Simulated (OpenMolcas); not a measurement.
An OpenMolcas run meant for Ag V (ANO-RCC-VDZ, DKH4; inactive shells 1s 2s 2p 3s 3p 3d 4s 4p; intended active space 7 electrons in 5 orbitals (4d)). One step of its input:

```
&CASPT2
Multistate=10 1 2 3 4 5 6 7 8 9 10
Frozen=8 6
IPEA=-0.25
Imaginary=0.1
MaxIter=60
WThr=0.0 0.3 0.05
PrWF=0.5
NoMix
```

The run finished. Its levels beside those of a sound run (MS-CASPT2, IPEA 0.25 Eh, imaginary shift 0.1 Eh (closed shells correlated: 4s 4p)), in eV above each run's lowest level:

```json
{"Level": "4d7 4F 9/2", "This run": "0.0000", "Usual run": "0.0000"}
{"Level": "4d7 4F 7/2", "This run": "0.4745", "Usual run": "0.4736"}
{"Level": "4d7 4F 5/2", "This run": "0.7424", "Usual run": "0.7430"}
{"Level": "4d7 4F 3/2", "This run": "0.9035", "Usual run": "0.9058"}
{"Level": "4d7 4P 5/2", "This run": "2.0125", "Usual run": "2.0452"}
{"Level": "4d7 2G 9/2", "This run": "2.2540", "Usual run": "2.2855"}
{"Level": "4d7 4P 1/2", "This run": "2.2604", "Usual run": "2.2977"}
{"Level": "4d7 2G 7/2", "This run": "2.6876", "Usual run": "2.7226"}
{"Level": "4d7 2D 5/2(1)", "This run": "2.9794", "Usual run": "3.0267"}
{"Level": "4d7 2P 1/2", "This run": "3.0579", "Usual run": "3.1066"}
{"Level": "4d7 2H 11/2", "This run": "3.1976", "Usual run": "3.2115"}
{"Level": "4d7 2H 9/2", "This run": "3.6602", "Usual run": "3.6764"}
{"Level": "4d7 2D 3/2(1) [67 %]", "This run": "3.7780", "Usual run": "3.8256"}
{"Level": "4d7 2F 5/2", "This run": "4.7502", "Usual run": "4.7959"}
```

**Question.** Which setting is unsound, and how much does it matter here?

**Answer.** The IPEA shift is negative. Against the sound run the excited levels shown move by 220 cm-1 on average and by 390 cm-1 at most.

Term energies are means over components that CASPT2 splits; among the terms shown or strongly mixed into the levels shown the widest spread is 330 cm-1 (4d7 2G, this run). The basis is small and was not contracted for so high a charge. Only configurations of the active space appear.

A share in square brackets marks a mixed level and gives the weight of the term that names it, the lowest over the columns. A number in round brackets counts repeated terms of one configuration in the order of the reference energies.
